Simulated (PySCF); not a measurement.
Atom-mapped SMILES (the numbers label the heavy atoms): `[CH:1]#[C:2]/[CH:3]=[C:4](\[C:5]#[CH:6])[SiH2:7][F:8]`. Hydrogens are named by the atom that carries them.

Rapidly exchanging positions averaged, relativity neglected, one computed conformer, in vacuum. GFN2-xTB structure; PBE0/pcSseg-1 with gauge-including orbitals; PySCF 2.14.

References, each an isolated molecule treated in the same way: TMS for 13C (σref 186.93) and 1H (σref 31.72) and 29Si (σref 349.16); 19F (σref 170.95) against CFCl3.

| atoms | nucleus | count | δ (ppm) |
| --- | --- | --- | --- |
| C1 | 13C | 1 | 104.0 |
| H(C1) | 1H | 1 | ? |
| H(C6) | 1H | 1 | 3.60 |
| H(Si7) | 1H | 2 | 5.29 |
| H(C3) | 1H | 1 | ? |
| C5 | 13C | 1 | 83.9 |
| C2 | 13C | 1 | ? |
| F8 | 19F | 1 | -227.2 |
| C4 | 13C | 1 | 136.1 |
| C3 | 13C | 1 | 141.8 |
| Si7 | 29Si | 1 | -10.4 |
| C6 | 13C | 1 | ? |

Task: Estimate the values marked ?.

Result: 
- C6: 103.1 ppm, terminal alkyne carbon; the triple bond shields along its axis, which puts it between sp3 and sp2 carbons
- C2: 85.4 ppm, alkyne carbon; the triple bond shields along its axis, which puts it between sp3 and sp2 carbons
- H(C3): 6.68 ppm, hydrogen on an alkene CH; olefinic region
- H(C1): 3.69 ppm, hydrogen on a terminal alkyne carbon

Shifts are as computed. Against solution values, carbons near 30 ppm lie about +3 ppm off and those near 130 ppm about +5 ppm. Of 1211 compounds with measured shifts, 218 miss one by over three times the rms of a fit or turn the order of signals round; such compounds aren't used in these exercises. Unscaled 19F shifts against computed CFCl3 carry errors that often reach 10 to 50 ppm.
